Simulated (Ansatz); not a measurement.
Born–Oppenheimer molecular dynamics of ClF2H2NZr (7 atoms, charge 0, multiplicity 1). It starts from a relaxed structure.

Level of theory: Ansatz, RKS LDA/def2-SVP.

```json
{"ensemble": "NVE (velocity Verlet)", "time step": "1 fs", "steps asked": "166", "starting velocities drawn for": "1000 K", "seed": "208322"}
```

First frame:

```xyz
7
Properties=species:S:1:pos:R:3
Zr -0.004 0.013 0.025
N 0.004 0.014 2.023
H -0.763 0.344 2.626
H 0.760 -0.351 2.618
F 1.805 0.098 -0.522
F -1.114 1.447 -0.515
Cl -0.940 -2.005 -0.724
```

How far do the bonds stretch over the last three quarters of this one trajectory? (Pairs bonded in most of those frames.)


```tsv
bond	mean (Å)	spread (Å)	shortest	longest
Zr1–N2	2.011	0.019	1.97	2.05
Zr1–F5	1.899	0.035	1.84	1.94
Zr1–F6	1.891	0.054	1.81	1.99
Zr1–Cl7	2.356	0.015	2.32	2.38
N2–H3	1.039	0.036	0.98	1.10
N2–H4	1.036	0.026	0.99	1.10
```

Mean temperature of the second half: 516 K. The conserved energy stayed within 1.4 meV per atom of its start (net change 0.49 meV per atom), so the integration is sound. The temperature averaged 0.52 of the 1000 K drawn at the start: a run that starts near a minimum puts about half its kinetic energy into the potential. A run of 0.17 ps of so small a system gives no equilibrium averages.

The run took 3 min on 2 threads of Arm Neoverse V2, with other jobs on the host, peak memory 0.14 GiB.
